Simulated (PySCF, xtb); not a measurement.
SiHBr, SMILES [SiH]Br (connectivity only; charge and spin as stated), neutral, multiplicity 1.

xtb with GFN2-xTB at its own geometry gives an orbital gap of 2.34 eV and a dipole moment of 4.46 D.

Geometry: B3LYP-D3(BJ)/def2-TZVP.

What does M06-2X/def2-TZVPD run with PySCF give? (The exact figures need the calculation; the answer reports its results.)

gap 5.78 eV (levels -8.04 and -2.26 eV), dipole 1.37 D.
